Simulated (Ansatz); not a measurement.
`[Cl][Hf]([Cl])([Cl])[SeH]` + CH₃OH → `C[O][Hf]([Cl])([Cl])[Cl]` + H₂Se  (ligand exchange at the Hf–Se bond)

Gas-phase electronic energies from Ansatz, PBE0-D4/def2-TZVP geometries. CBS: MP2 limit from def2 TZ/QZ plus the TZ coupled-cluster correction, frozen cores. This one scheme is used for every species. Functionals use def2-TZVPP. def2 core potentials past Kr. For Hf, Se outer-core shells are correlated without core-valence functions, which leaves a few kJ/mol of doubt a bond. Scalar relativity is left out up to krypton. Each species was taken in one conformer, which may not be the lowest.

| level | ΔE (eV) |
| --- | --- |
| PBE-D4 | -0.58 |
| ωB97M-V | -0.67 |
| PBE | -0.60 |
| BLYP | -0.73 |
| r2SCAN0 | -0.60 |
| CAM-B3LYP | -0.79 |
| RPA@PBE/def2-TZVPP | -0.65 |
| MP2/CBS(def2) | -0.53 |

What does CCSD(T)/CBS give? (Estimate.)

Computed: -0.59 eV. The listed levels differ from it by 0.01, -0.08, -0.01, -0.14, -0.01, -0.20, -0.06, 0.06 eV.

Largest T1 diagnostic among the species: 0.014.

Leaving LDA and LC-ωPBE aside and taking each functional with its dispersion term where it has one, the values, not all of them listed here, spread over 0.21 eV, from CAM-B3LYP-D4 to HSE06-D4. LDA lies −0.03 eV from PBE without D4. In def2-TZVPP, CCSD(T) changes the Hartree–Fock value by +0.09 eV (the triples alone add +0.03 eV) and MP2 by +0.15 eV.
